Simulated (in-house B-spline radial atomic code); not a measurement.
RPA and G0W0 for Mg, [Ne] 3s2, as one setting changes: the highest l of the empty states. Start: Hartree-Fock. A dash marks a level of low quasi-particle weight. Computed with an all-electron radial atomic-structure program (B-spline basis): all electrons, non-relativistic, point nucleus, each spin shell either full or empty, empty states to the listed l with an (l + 1/2)⁻⁴ tail; G0W0 by contour deformation at full frequency.

```csv
highest l of the empty states,RPA summed (Eh),RPA extrapolated (Eh),G0W0 level (eV)
3,-0.53437,-0.58906,3s -7.683
4,-0.56534,-0.59855,3s -7.686
5,-0.57789,-0.59538,3s -7.688
6,?,?,?
7,-0.58712,-0.5937,3s -7.688
8,?,?,?
9,-0.59014,-0.59324,3s -7.688
10,-0.59088,-0.59312,3s -7.688
11,-0.59137,-0.59305,3s -7.688
```

(1) What belongs in the row for 8?

(2) What belongs in the row for 6?

Answers

(1) RPA summed (Eh): -0.58899; RPA extrapolated (Eh): -0.59342; G0W0 level (eV): 3s -7.688.

(2) RPA summed (Eh): -0.5839; RPA extrapolated (Eh): -0.59422; G0W0 level (eV): 3s -7.688.
